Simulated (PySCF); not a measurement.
**Ru: ionisation energy**

Ru [Kr] 4d7 5s1 [4d3/2^4 4d5/2^3 5s1/2^1, M_J = 5] → Ru⁺ [Kr] 4d7 [4d3/2^4 4d5/2^3, M_J = 9/2], as a difference of total energies. All numbers are calculated (PySCF 2.14, the two-component X2C-1e Hamiltonian, in x2c-TZVPall-2c). Correlated levels: [Ar] 3d10 frozen; the 6 highest virtual spinors dropped. "Screened" scales the spin-orbit matrix elements by Boettger's factors to mimic the two-electron term; Breit and QED terms are absent.

| method | ionisation energy (eV) | error (eV) |
| --- | --- | --- |
| GHF (spin-free) | 6.296 | -1.065 |
| GMP2 (spin-free) | 7.137 | -0.224 |
| GHF (screened spin-orbit) | 6.290 | -1.071 |
| GMP2 (screened spin-orbit) | 7.130 | -0.231 |

Reference: 7.361 eV (measured; NIST Atomic Spectra Database, ionization energies).

The spin-free rows relax to the high-spin LS determinant and lack the spin-orbit shift.

Errors of the correlated levels include the incompleteness of this basis and the frozen core.

The labels give the starting determinants; with spin-orbit coupling the two ends relaxed to ⟨J²⟩ = 30.01, ⟨L²⟩ = 12.09, ⟨S²⟩ = 5.98 and ⟨J²⟩ = 24.77, ⟨L²⟩ = 12.12, ⟨S²⟩ = 3.74.
